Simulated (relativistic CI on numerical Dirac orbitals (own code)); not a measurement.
## Hyperfine structure of Ag5+, mass number 107

Computed by Dirac-Coulomb-Breit CI, KLI orbitals optimised for each configuration, a model potential for QED, valence Slater integrals scaled by 0.85, P86 correlation energy added to each configuration (own radial code, finite nucleus).

Configurations in the expansion (outside the closed core [Ar] 3d10): 4s2 4p6 4d6, 4s2 4p6 4d5 5s, 4s2 4p6 4d5 4f, 4s2 4p6 4d5 5p, 4s2 4p5 4d7, 4s2 4p6 4d5 5d, 4s2 4p6 4d4 5s2, 4s2 4p6 4d5 6s, 4s2 4p4 4d8, 4s2 4p6 4d5 6p, 4s2 4p6 4d4 5s 5p, 4s 4p6 4d7, 4s2 4p6 4d5 6d, 4s2 4p6 4d5 5g. Levels of other configurations are missing.

Nuclear spin I = 1/2, μ = -0.11352 μN (tables of Stone and Pyykkö). The electronic factors are computed for point nuclear moments, without core polarisation or the Bohr-Weisskopf and QED corrections.

```tsv
Level	E (eV)	A (MHz)
4s2 4p6 4d6 5D_4	0.0000	-134.4
4s2 4p6 4d6 5D_3	0.3271	-94.43
4s2 4p6 4d6 5D_2	0.4657	-92.2
4s2 4p6 4d6 5D_1	0.5833	-83.83
4s2 4p6 4d6 3P_2	2.3102	-92.09
4s2 4p6 4d6 3H_6	2.7225	-223
4s2 4p6 4d6 3H_5	2.7405	-212.2
4s2 4p6 4d6 3F_3	2.8852	-235.1
```

Levels with J = 0, under 50 % of one LS term, or S terms without an open s electron are left out. Small factors come from cancelling terms and can be off by tens of per cent or more.

At this charge configurations can still be misplaced by up to about 7 % of their energy. 35 of the 69 excited levels that our extract of the measured tables holds in this range could be paired (the sources list more); they are missed by 2876 cm⁻¹ on average and 8259 at most, and levels without a partner can miss by more. Some levels of the ground configuration have no partner and can miss by 10 % or more.

**Question.** Give the hyperfine levels of 4s2 4p6 4d6 5D_4 relative to its centre of gravity.

**Answer.** With K = F(F + 1) − I(I + 1) − J(J + 1), E = AK/2: F = 7/2: 336.1, F = 9/2: -268.9 MHz.
